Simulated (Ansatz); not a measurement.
In₁₀N₁₁H₂₈⁺, a nanocrystal cut from wurtzite InN (hydrogen-capped) was relaxed with r2SCAN-D4 (def2-SVP) in Ansatz in these states: charge +1 singlet, charge +2 doublet, neutral doublet. The geometries follow in no particular order.

In the def2 sets In takes a core potential; there is no spin–orbit coupling. Single mean-field runs in def2-SVP are fitted with def2-universal-jkfit.

A:

| atom | x (Å) | y (Å) | z (Å) |
| --- | --- | --- | --- |
| In1 | -1.666 | -1.345 | 3.363 |
| N2 | -2.025 | 0.801 | 3.815 |
| N3 | -0.177 | -1.266 | 1.825 |
| In4 | 0.825 | 0.682 | 1.741 |
| In5 | 2.636 | -1.610 | -0.328 |
| N6 | 2.320 | 0.480 | 0.195 |
| N7 | 4.148 | -1.542 | -1.912 |
| In8 | 5.352 | 0.353 | -2.016 |
| In9 | -2.333 | 2.335 | 2.237 |
| N10 | -0.753 | 1.916 | 0.850 |
| In11 | 1.996 | 1.918 | -1.408 |
| N12 | 3.598 | 1.490 | -2.841 |
| N13 | -3.540 | -1.733 | 2.235 |
| In14 | -0.891 | -2.173 | -0.048 |
| N15 | 0.798 | -2.076 | -1.371 |
| In16 | -4.107 | -0.624 | 0.392 |
| N17 | -4.110 | 1.420 | 1.269 |
| N18 | -2.295 | -0.643 | -0.741 |
| In19 | -1.533 | 1.371 | -1.133 |
| In20 | 0.405 | -0.913 | -3.221 |
| N21 | 0.219 | 1.121 | -2.350 |
| H22 | -1.517 | -2.312 | 4.770 |
| H23 | -1.218 | 1.116 | 4.367 |
| H24 | -2.804 | 0.864 | 4.480 |
| H25 | 0.553 | -1.914 | 2.155 |
| H26 | 1.300 | 1.248 | 3.307 |
| H27 | 3.080 | -2.615 | 1.006 |
| H28 | 3.202 | 0.775 | 0.636 |
| H29 | 4.787 | -2.337 | -1.808 |
| H30 | 3.699 | -1.683 | -2.825 |
| H31 | 5.480 | 0.879 | -0.374 |
| H32 | 6.502 | 0.175 | -3.278 |
| H33 | -2.641 | 3.897 | 2.870 |
| H34 | -0.307 | 2.833 | 0.702 |
| H35 | 1.960 | 3.565 | -0.887 |
| H36 | 3.933 | 2.367 | -3.251 |
| H37 | 3.220 | 0.957 | -3.633 |
| H38 | -4.326 | -1.689 | 2.893 |
| H39 | -3.510 | -2.726 | 1.970 |
| H40 | -1.680 | -3.688 | 0.246 |
| H41 | 0.914 | -3.041 | -1.711 |
| H42 | -5.637 | -1.088 | -0.221 |
| H43 | -4.902 | 1.491 | 1.919 |
| H44 | -4.375 | 2.055 | 0.506 |
| H45 | -2.565 | -0.978 | -1.677 |
| H46 | -2.792 | 2.452 | -1.634 |
| H47 | 1.900 | -0.918 | -4.119 |
| H48 | -1.171 | -1.372 | -3.786 |
| H49 | 0.051 | 1.721 | -3.169 |

B:

Cartesian coordinates in Å:
```
In -3.783 0.775 -0.868
N -5.018 0.976 1.041
N -1.692 0.117 -1.437
In -1.351 -1.634 -0.192
In 1.402 -1.297 -2.482
N 0.723 -2.254 -0.677
N 3.487 -2.019 -2.720
In 3.989 -3.878 -1.601
In -3.297 0.013 2.190
N -1.185 -0.678 1.755
In 1.968 -2.185 1.079
N 3.973 -2.780 0.338
N -3.220 2.953 -0.531
In -0.226 1.700 -1.486
N 1.692 0.745 -1.850
In -1.893 3.435 1.157
N -2.700 2.138 2.741
N -0.135 2.338 0.604
In 0.343 0.809 2.092
In 3.169 1.044 -0.244
N 2.208 -0.065 1.399
H -4.801 0.661 -2.280
H -5.819 0.338 1.010
H -5.384 1.893 1.328
H -1.831 -0.203 -2.407
H -2.354 -3.034 -0.381
H 0.521 -1.611 -3.939
H 0.625 -3.251 -0.909
H 3.700 -2.134 -3.715
H 4.123 -1.282 -2.393
H 2.577 -4.878 -1.625
H 5.625 -4.306 -1.967
H -3.862 -0.810 3.621
H -1.057 -1.416 2.462
H 1.532 -3.194 2.415
H 4.459 -3.323 1.057
H 4.538 -1.932 0.215
H -4.102 3.468 -0.444
H -2.790 3.331 -1.383
H -0.581 3.029 -2.556
H 2.080 1.246 -2.660
H -1.851 5.109 1.567
H -3.528 2.570 3.162
H -2.013 2.114 3.503
H 0.653 3.000 0.643
H 0.414 1.470 3.703
H 4.600 0.123 -0.701
H 3.223 2.735 0.169
H 2.852 0.036 2.195
```

C:

```xyz
49

In    0.355   -1.721   -3.634
N     2.061   -2.810   -2.724
N     0.055   -0.083   -2.243
In    1.820    0.233   -0.980
In   -0.411    3.014   -0.590
N     1.290    1.958    0.247
N    -0.782    4.679    0.792
In    0.938    5.193    2.158
In    2.210   -3.329   -0.572
N     1.653   -1.468    0.394
In    1.376    1.466    2.358
N     0.796    3.312    3.396
N    -1.252   -3.138   -3.028
In   -1.910   -0.139   -1.325
N    -2.045    1.654   -0.036
In   -1.682   -3.710   -0.929
N     0.326   -4.505   -0.424
N    -1.682   -1.780    0.084
In   -0.133   -1.680    1.608
In   -2.363    1.194    2.059
N    -0.464    0.284    2.573
H     0.473   -1.438   -5.311
H     2.907   -2.275   -2.956
H     2.190   -3.678   -3.258
H     0.032    0.735   -2.870
H     3.300    0.272   -1.857
H    -0.305    3.442   -2.249
H     2.084    2.600    0.103
H    -1.008    5.520    0.247
H    -1.628    4.498    1.344
H     2.355    5.016    1.208
H     0.271    6.399    3.196
H     3.622   -4.167   -0.113
H     2.419   -1.334    1.070
H     2.823    0.731    2.914
H     1.398    3.435    4.218
H    -0.150    3.217    3.784
H    -1.096   -4.008   -3.552
H    -2.129   -2.788   -3.434
H    -3.257   -0.220   -2.398
H    -2.913    2.107   -0.359
H    -2.996   -4.770   -0.690
H     0.461   -5.358   -0.982
H     0.275   -4.872    0.535
H    -2.567   -1.797    0.612
H    -0.118   -2.941    2.783
H    -2.313    2.783    2.863
H    -3.755    0.226    2.393
H    -0.530    0.042    3.573
```

Problem. Judge from the bond lengths which geometry belongs to which state (an estimate).

Solution. A is the charge +1 singlet (In1–N3 2.143 Å, In9–N10 2.143 Å, In19–N21 2.148 Å); B is the neutral doublet (In1–N3 2.265 Å, In9–N10 2.265 Å, In19–N21 2.174 Å); C is the charge +2 doublet (In1–N3 2.170 Å, In9–N10 2.170 Å, In19–N21 2.213 Å).
